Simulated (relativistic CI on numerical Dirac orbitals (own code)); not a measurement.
# Sensitivity of the levels of Tm⁴⁸⁺ to α and to the nuclear radius

Computed by Dirac-Coulomb-Breit CI, separate exchange-only KLI orbitals for each configuration, derivatives by finite differences, unscaled Slater integrals, QED left out (own radial code, finite nucleus).

CI space (outside the closed core [Ne]): 3s2.3p6.3d3, 3s2.3p5.3d4, 3s.3p6.3d4, 3p6.3d5, 3s2.3p6.3d2.4s, 3s2.3p6.3d2.4p, 3s2.3p6.3d2.4d, 3s2.3p5.3d3.4s. Levels of other configurations are missing.

With x = (α/α₀)² − 1 an excitation energy changes as ω = ω₀ + qx; K = 2q/ω₀ is the relative enhancement. Terms are leading LS components, so labels can repeat. The field-shift factor is F = δν/δ⟨r²⟩ for the transition from the lowest level.

Lowest level 3s2.3p6.3d3 4F_3/2.

```csv
Level,ω₀ (cm⁻¹),q (cm⁻¹),K,F (GHz/fm²)
3s2.3p6.3d3 4F_5/2,360502,426000,2.36,8.07
3s2.3p6.3d3 4P_3/2,411689,416800,2.02,7.78
3s2.3p6.3d3 2G_7/2,435264,431200,1.98,8.34
3s2.3p6.3d3 2H_9/2,437571,414300,1.89,8.43
3s2.3p6.3d3 4P_1/2,452088,420700,1.86,7.63
3s2.3p6.3d3 4P_5/2,621687,460600,1.48,8.8
3s2.3p6.3d3 4F_7/2,790569,841700,2.13,16.1
3s2.3p6.3d3 4F_9/2,823030,848700,2.06,16.6
3s2.3p6.3d3 4P_3/2,865268,852300,1.97,15.7
3s2.3p6.3d3 2P_1/2,887640,853400,1.92,15.9
3s2.3p6.3d3 2H_11/2,896281,840500,1.88,17.1
3s2.3p6.3d3 2D_5/2,904400,827600,1.83,14.9
3s2.3p6.3d3 2F_5/2,962585,864800,1.8,15.9
3s2.3p6.3d3 2F_7/2,971517,840200,1.73,16
3s2.3p6.3d3 2D_3/2,1118898,889600,1.59,17.5
3s2.3p6.3d3 2G_9/2,1251578,1.274e+06,2.04,24.4
3s2.3p6.3d3 2D_3/2,1365622,1.255e+06,1.84,23.3
3s2.3p6.3d3 2D_5/2,1444182,1.264e+06,1.75,24.4
3s2.3p5.3d4 4P°_3/2,2100327,123700,0.118,15.2
3s2.3p5.3d4 6D°_5/2,2409182,554700,0.46,23.1
3s2.3p5.3d4 4P°_1/2,2470111,556900,0.451,21.6
3s2.3p5.3d4 6D°_7/2,2484764,576300,0.464,23.8
3s2.3p5.3d4 2D°_3/2,2487915,536000,0.431,23.1
```

At this charge energies of transitions that change n are usually good to better than 1 %, and those within a shell (Δn = 0) to a few per cent.
